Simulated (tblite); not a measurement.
C₃H₉NO₃Si.
Numbering: `[CH3:1][O:2][SiH:3]([NH:4][CH:5]=[O:6])[O:7][CH3:8]` (hydrogens: H9, H10, H11 on C1; H12 on Si3; H13 on N4; H14 on C5; H15, H16, H17 on C8)

Structure optimised with GFN2-xTB, isolated species.

(1) Give the optimised bond lengths and angles.

## Answers

(1) 
```json
{"bond": "C1–O2", "length (Å)": "1.398", "order": "single"}
{"bond": "O2–Si3, Si3–O7", "length (Å)": "1.612", "order": "single"}
{"bond": "Si3–N4", "length (Å)": "1.755", "order": "single"}
{"bond": "N4–C5", "length (Å)": "1.337", "order": "single"}
{"bond": "C5=O6", "length (Å)": "1.208", "order": "double"}
{"bond": "O7–C8", "length (Å)": "1.408", "order": "single"}
{"bond": "C1–H9 and 5 like bonds", "length (Å)": "1.090", "order": "single"}
{"bond": "Si3–H12", "length (Å)": "1.459", "order": "single"}
{"bond": "N4–H13", "length (Å)": "1.006", "order": "single"}
{"bond": "C5–H14", "length (Å)": "1.106", "order": "single"}
```

Bonds in one row agree within 0.01 Å and their mean is given. Orders are formal, as drawn. A selection of angles:
```json
{"angle": "C1–O2–Si3", "degrees": "126.1"}
{"angle": "O2–Si3–N4", "degrees": "98.4"}
{"angle": "O2–Si3–O7", "degrees": "107.2"}
{"angle": "N4–Si3–O7", "degrees": "114.7"}
{"angle": "Si3–N4–C5", "degrees": "120.2"}
{"angle": "N4–C5–O6", "degrees": "123.7"}
{"angle": "Si3–O7–C8", "degrees": "131.9"}
{"angle": "H13–N4–Si3", "degrees": "121.2"}
{"angle": "H13–N4–C5", "degrees": "118.5"}
```

Torsions: C1–O2–Si3–N4 175° (antiperiplanar); O2–Si3–N4–C5 -175° (antiperiplanar); Si3–N4–C5–O6 2° (synperiplanar); O2–Si3–O7–C8 178° (antiperiplanar). The mirror-image conformer, all signs reversed, is as good.

Si3 (oxygen-bound silicon) is distorted tetrahedral (angles from 98.4° to 114.7°). N4 (amide nitrogen) is planar (angles 121.2°, 120.2° and 118.5°, sum 359.9°, 0.02 Å off the plane of its three neighbours). O2 (silyl ether oxygen) is bent (angle 126.1°). The 3 C–O bonds span 1.208 Å (C5=O6, drawn double) to 1.408 Å (O7–C8, drawn single), a spread of 0.200 Å. Of the pairs four or more bonds apart, O6···H16 is among the closest relative to their van der Waals radii: 2.25 Å, 83 % of the sum of Bondi's values.

Point group: C1 (no symmetry element, even within 0.4 Å). Its GFN2-xTB frequencies are all real (lowest 59 cm⁻¹). The numbers are those of one conformer.

Time: 0.88 s. Hardware: an Arm Neoverse V1 with one thread, shared host. This is the geometry optimisation.

All values are computed, not measured.
